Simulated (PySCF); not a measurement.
NMR data simulated for an unnamed compound:

$^{1}$H NMR (500 MHz, computed): δ 7.62 (s, 1H), 5.37 (sept, 1H), 2.44 (s, 3H), 0.49 (d, 6H).

$^{13}$C{$^{1}$H} NMR (computed): δ 156.8 (C), 154.1 (CH), 15.1 (CH3), -1.9 (CH3).

Averaged over atoms made equivalent by symmetry, fast rotation or ring inversion, gas phase, one conformer, no relativistic terms. Geometry from PBE0-D3(BJ)/def2-SVP; shieldings: GIAO PBE/pcSseg-1; PySCF 2.14.0 with density-fitted response routines.

Shifts are taken against calculated references (same method and geometry level): $^{1}$H (31.20 ppm) and $^{13}$C (180.03 ppm) vs TMS.

Task: Which of these does the molecule contain: a heteroaromatic ring, a Si–H bond, a CH3CH2 unit, a Si–CH3 group, a nitrile, a three-membered ring?

Result: 
- A heteroaromatic ring: yes.
- A Si–H bond: yes (δH 5.37 (sept)).
- A CH3CH2 unit: no.
- A Si–CH3 group: yes (δC -1.9; δH 0.49 (d)).
- A nitrile: no.
- A three-membered ring: no.

The data belong to SMILES Cc1ncnn1[SiH](C)C, C₅H₁₁N₃Si; they needn't prove each group on their own.

Carbon signals by region: 2 in the sp2 and nitrile region (100–160 ppm), 2 below 50 ppm.

Shifts are as computed. Against solution values, carbons near 30 ppm lie about +2 ppm off and those near 130 ppm about +2 ppm (rms about the fit 1.8 ppm; single classes can miss by 10 ppm). Of 1328 compounds with measured shifts, 309 miss one by over three times the rms of a fit or turn the order of signals round; such compounds aren't used in these exercises. Signals without a measured value on file couldn't be tested in this way. Multiplicities follow the n + 1 count of equivalent neighbours, as no J values were calculated; m marks all less simple cases, F and P coupling included.
